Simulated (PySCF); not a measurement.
PySCF input for GeHClBr₂, SMILES [Cl][GeH]([Br])[Br], TDDFT-PBE/def2-SVPD. Geometry optimised at B3LYP-D3(BJ)/def2-SVP.

```python
import numpy as np
from pyscf import gto, scf, dft, tdscf

mol = gto.M(
    atom='''
    Ge    0.51599256   -0.39073060    0.00000000
    Cl   -0.40993016   -2.34019084    0.00000000
    Br   -0.16547444    0.75475351   -1.88300018
    Br   -0.16547444    0.75475351    1.88300017
    H     2.04026126   -0.54612224    0.00000000
    ''',
    basis='def2-SVPD',
    charge=0,
    spin=0,
    symmetry=True,
    max_memory=1600,
    verbose=4,
)
mf = dft.RKS(mol, xc='pbe').density_fit(auxbasis='def2-universal-jkfit')
mf.grids.level = 3
mf.conv_tol = 1e-9
mf.max_cycle = 100
mf.kernel()
mf.grids = dft.Grids(mol).set(level=1).build(with_non0tab=True)  # coarser grid for the response kernel
td = tdscf.TDDFT(mf)
td.singlet = True
td.nstates = 10
td.conv_tol = 1e-4
td.positive_eig_threshold = 1e-6
td.kernel(x0=td.get_init_guess(mf, 15))
td.analyze()
tt = tdscf.TDA(mf)
tt.singlet = False
tt.nstates = 4
tt.conv_tol = 1e-4
tt.positive_eig_threshold = 1e-6
tt.kernel(x0=tt.get_init_guess(mf, 9))
tt.analyze(verbose=3)
```

It prints:

```
PySCF version 2.14.0

[INPUT] verbose = 4
[INPUT] num. atoms = 5
[INPUT] num. electrons = 120
[INPUT] charge = 0
[INPUT] spin (= nelec alpha-beta = 2S) = 0
[INPUT] symmetry True subgroup None
[INPUT] Mole.unit = angstrom
[INPUT] Symbol           X                Y                Z      unit          X                Y                Z       unit  Magmom
[INPUT]  1 Ge     0.515992560000  -0.390730600000   0.000000000000 AA    0.975084620713  -0.738373822487   0.000000000000 Bohr   0.0
[INPUT]  2 Cl    -0.409930160000  -2.340190840000   0.000000000000 AA   -0.774655732599  -4.422319766816   0.000000000000 Bohr   0.0
[INPUT]  3 Br    -0.165474440000   0.754753510000  -1.883000180000 AA   -0.312701372216   1.426277425454  -3.558354632707 Bohr   0.0
[INPUT]  4 Br    -0.165474440000   0.754753510000   1.883000170000 AA   -0.312701372216   1.426277425454   3.558354613809 Bohr   0.0
[INPUT]  5 H      2.040261260000  -0.546122240000   0.000000000000 AA    3.855535003960  -1.032021464134   0.000000000000 Bohr   0.0

nuclear repulsion = 1018.42466384098
point group symmetry = Cs
symmetry origin: [-5.35422402e-09 -3.14954348e-10 -5.51170120e-09]
symmetry axis x: [ 1.00000000e+00  5.72111500e-11 -2.50998945e-10]
symmetry axis y: [-5.72111494e-11  1.00000000e+00  2.40064787e-09]
symmetry axis z: [ 2.50998945e-10 -2.40064771e-09  1.00000000e+00]
num. orbitals of irrep A' = 92
num. orbitals of irrep A" = 63
number of shells = 59
number of NR pGTOs = 301
number of NR cGTOs = 155
basis = def2-SVPD
ecp = {}


[settings echo left out]
init E= -7681.48574747097
HOMO (A") = -0.301229889597534  LUMO (A') = -0.108023095222792  gap/eV = 5.25742
cycle= 1 E= -7683.88037465721  delta_E= -2.39  |g|= 0.683  |ddm|= 2.98
HOMO (A") = -0.262357699934496  LUMO (A') = -0.145580082116292  gap/eV = 3.17768
cycle= 2 E= -7683.68839200237  delta_E= 0.192  |g|= 1.15  |ddm|= 1.94
HOMO (A") = -0.271738284987417  LUMO (A') = -0.108482472791241  gap/eV = 4.44242
cycle= 3 E= -7683.94221978147  delta_E= -0.254  |g|= 0.185  |ddm|= 1.45
HOMO (A") = -0.27440775172311  LUMO (A') = -0.117787118238067  gap/eV = 4.26186
cycle= 4 E= -7683.95112109349  delta_E= -0.0089  |g|= 0.0346  |ddm|= 0.25
HOMO (A") = -0.276260104905309  LUMO (A') = -0.116777209664263  gap/eV = 4.33975
cycle= 5 E= -7683.95148926596  delta_E= -0.000368  |g|= 0.0104  |ddm|= 0.0608
HOMO (A") = -0.27543084107068  LUMO (A') = -0.116915720500765  gap/eV = 4.31342
cycle= 6 E= -7683.95152145279  delta_E= -3.22e-05  |g|= 0.00567  |ddm|= 0.0242
HOMO (A") = -0.275612388401208  LUMO (A') = -0.116886892082162  gap/eV = 4.31914
cycle= 7 E= -7683.9515304497  delta_E= -9e-06  |g|= 0.00022  |ddm|= 0.00793
HOMO (A") = -0.275591176688239  LUMO (A') = -0.116863093612836  gap/eV = 4.31921
cycle= 8 E= -7683.95153046673  delta_E= -1.7e-08  |g|= 6.16e-05  |ddm|= 0.000462
HOMO (A") = -0.275594363684948  LUMO (A') = -0.116866206263428  gap/eV = 4.31921
cycle= 9 E= -7683.95153046782  delta_E= -1.1e-09  |g|= 1.69e-05  |ddm|= 0.000108
HOMO (A") = -0.27559450658619  LUMO (A') = -0.116866878398663  gap/eV = 4.31920
cycle= 10 E= -7683.95153046794  delta_E= -1.16e-10  |g|= 2.71e-06  |ddm|= 2.59e-05
HOMO (A") = -0.275594775988053  LUMO (A') = -0.116866796346244  gap/eV = 4.31921
Extra cycle  E= -7683.95153046793  delta_E= 1.27e-11  |g|= 3.28e-06  |ddm|= 1.11e-05
converged SCF energy = -7683.95153046793
tot grids = 30872
Overwritten attributes  positive_eig_threshold  of <class 'pyscf.tdscf.rks.CasidaTDDFT'>


******** <class 'pyscf.tdscf.rks.CasidaTDDFT'> for <class 'pyscf.df.df_jk.DFSymAdaptedRKS'> ********
nstates = 10 singlet
deg_eia_thresh = 1.000e-03
wfnsym = None
conv_tol = 0.0001
eigh lindep = 1e-12
eigh level_shift = 0
eigh max_cycle = 100


Excitation energies (eV)
[4.47883845 4.72819533 4.7753828  4.97772655 5.29013626 5.3973157
 6.18423817 6.25540304 6.33607116 6.34880857]

** Singlet excitation energies and oscillator strengths **
Excited State   1:   A"      4.47884 eV    276.82 nm  f=0.0031
      59 -> 61       -0.12020
      60 -> 61       -0.69474
Excited State   2:   A"      4.72820 eV    262.22 nm  f=0.0169
      59 -> 61        0.68842
      60 -> 61       -0.11346
Excited State   3:   A'      4.77538 eV    259.63 nm  f=0.0118
      58 -> 61       -0.70192
Excited State   4:   A'      4.97773 eV    249.08 nm  f=0.0180
      56 -> 61        0.11020
      57 -> 61        0.68971
Excited State   5:   A'      5.29014 eV    234.37 nm  f=0.0090
      56 -> 61        0.69376
      57 -> 61       -0.10404
Excited State   6:   A"      5.39732 eV    229.71 nm  f=0.0219
      55 -> 61        0.68849
      60 -> 63       -0.10424
Excited State   7:   A'      6.18424 eV    200.48 nm  f=0.0146
      58 -> 63        0.15120
      60 -> 62       -0.68285
Excited State   8:   A"      6.25540 eV    198.20 nm  f=0.0196
      57 -> 62       -0.11204
      59 -> 63       -0.29143
      60 -> 63        0.61782
Excited State   9:   A"      6.33607 eV    195.68 nm  f=0.0020
      58 -> 62        0.42571
      59 -> 63        0.53045
      60 -> 63        0.17715
Excited State  10:   A'      6.34881 eV    195.29 nm  f=0.0142
      58 -> 63        0.16124
      59 -> 62        0.67772

** Transition electric dipole moments (AU) **
state          X           Y           Z        Dip. S.      Osc.
  1         0.0000     -0.0000     -0.1694      0.0287      0.0031
  2        -0.0000     -0.0000     -0.3823      0.1462      0.0169
  3        -0.2729     -0.1624     -0.0000      0.1008      0.0118
  4        -0.0814      0.3751     -0.0000      0.1473      0.0180
  5         0.1834     -0.1890      0.0000      0.0694      0.0090
  6        -0.0000      0.0000      0.4074      0.1660      0.0219
  7        -0.0514      0.3058     -0.0000      0.0962      0.0146
  8         0.0000      0.0000      0.3580      0.1281      0.0196
  9        -0.0000     -0.0000      0.1147      0.0132      0.0020
 10        -0.2313     -0.1948     -0.0000      0.0915      0.0142

** Transition velocity dipole moments (imaginary part, AU) **
state          X           Y           Z        Dip. S.      Osc.
  1        -0.0000     -0.0000     -0.0289      0.0008      0.0034
  2         0.0000      0.0000     -0.0671      0.0045      0.0173
  3        -0.0505     -0.0293      0.0000      0.0034      0.0130
  4        -0.0151      0.0699      0.0000      0.0051      0.0186
  5         0.0365     -0.0367      0.0000      0.0027      0.0092
  6         0.0000      0.0000      0.0808      0.0065      0.0220
  7        -0.0118      0.0713      0.0000      0.0052      0.0153
  8        -0.0000      0.0000      0.0831      0.0069      0.0200
  9        -0.0000      0.0000      0.0272      0.0007      0.0021
 10        -0.0547     -0.0462     -0.0000      0.0051      0.0147

** Transition magnetic dipole moments (imaginary part, AU) **
state          X           Y           Z
  1        -0.6300     -0.0084      0.0000
  2        -0.0543     -0.4505      0.0000
  3         0.0000     -0.0000      0.2613
  4        -0.0000     -0.0000     -0.0345
  5         0.0000     -0.0000      0.2762
  6        -0.1155     -0.1033     -0.0000
  7        -0.0000      0.0000     -0.0810
  8        -0.0978      0.2676     -0.0000
  9        -0.1281     -0.2937      0.0000
 10         0.0000     -0.0000      0.3712
Overwritten attributes  positive_eig_threshold  of <class 'pyscf.tdscf.rks.TDA'>


******** <class 'pyscf.tdscf.rks.TDA'> for <class 'pyscf.df.df_jk.DFSymAdaptedRKS'> ********
nstates = 4 triplet
deg_eia_thresh = 1.000e-03
wfnsym = None
conv_tol = 0.0001
eigh lindep = 1e-12
eigh level_shift = 0
eigh max_cycle = 100


Excitation energies (eV)
[4.16927913 4.34721383 4.38229806 4.58842774]

** Triplet excitation energies and oscillator strengths **
Excited State   1:   A"      4.16928 eV    297.38 nm  f=0.0000
Excited State   2:   A"      4.34721 eV    285.20 nm  f=0.0000
Excited State   3:   A'      4.38230 eV    282.92 nm  f=0.0000
Excited State   4:   A'      4.58843 eV    270.21 nm  f=0.0000
```

The run converged.

Cost: very roughly 70 core-seconds.
